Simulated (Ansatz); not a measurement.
`C[Si](F)(Cl)[GeH3]` → `C[SiH](F)Cl` + `[GeH2]` at 400 K and 1 bar (germylene loss).

Computed with Ansatz on PBE0-D4/def2-TZVP structures; ΔE is electronic, products minus reactants. CCSD(T)/CBS adds triple-zeta CCSD(T) − MP2 to the extrapolated MP2 energy (def2 sets, frozen cores). For Ge outer-core shells are correlated without core-valence functions, which leaves a few kJ/mol of doubt a bond. Scalar relativity is left out up to krypton.

```tsv
species	CCSD(T)/CBS energy (Eh)	H − E (kJ/mol)	S (J/(mol·K))
`C[Si](F)(Cl)[GeH3]`	-2966.56047	211.6	434.8
`C[SiH](F)Cl`	-889.24457	158.9	345.5
`[GeH2]`	-2077.24753	42.4	231.0
```

H − E and S are ideal-gas, rigid-rotor, harmonic terms from PBE0-D4/def2-TZVP, for one conformer and one mirror image of each species. 1 Eh = 2625.50 kJ/mol, R = 8.31446 J/(mol·K).

**Question.** By hand: ΔE, ΔH, ΔS and ΔG.

**Answer.** ΔE = (-889.24457) + (-2077.24753) − (-2966.56047) = 0.06837 Eh = 179.5 kJ/mol. Δ(H − E) = 158.9 + 42.4 − 211.6 = -10.3, so ΔH = 169.2 kJ/mol. ΔS = 345.5 + 231.0 − 434.8 = 141.7 J/(mol·K). ΔG = 169.2 − 400 × (141.7)/1000 = 112.5 kJ/mol.

**Question.** By hand: the equilibrium constant, and the temperature at which ΔG would vanish if ΔH and ΔS stayed fixed.

**Answer.** log₁₀ K = −ΔG/(RT ln 10) = -14.7. ΔG = 0 at ΔH/ΔS = 1194 K.

The number of gas molecules changes by +1, which sets the sign of ΔS. A doubt of 5 kJ/mol in ΔE shifts log₁₀ K by 0.7 here. Other conformers and mirror images would add mixing entropy, several J/(mol·K) or more a flexible species. These are equilibria of isolated gas molecules and say nothing of rates. Largest T1 diagnostic: 0.012 (customary marks: 0.02 for closed shells, 0.045 for open ones).
